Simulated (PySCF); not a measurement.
This script is equivalent to a calculation on K⁺ (potassium, charge +1).

```python
from pyscf import gto, scf, dft, mp, cc
import basis_set_exchange as bse
mol = gto.M(atom="K 0 0 0", charge=1, spin=0, symmetry="D2h",
            basis=gto.basis.parse(bse.get_basis("def2-SVP", elements=["K"], fmt="nwchem", header=False)))
mf = scf.UHF(mol)
mf.irrep_nelec = {'Ag': (3, 3), 'B1u': (2, 2), 'B2u': (2, 2), 'B3u': (2, 2)}
mf.kernel()
```

Question: What total energy does it give?

Answer: -598.93116 hartree (calculated).

Question: Which occupied shell lies highest, and where?

Answer: 3p, at -31.964 eV.
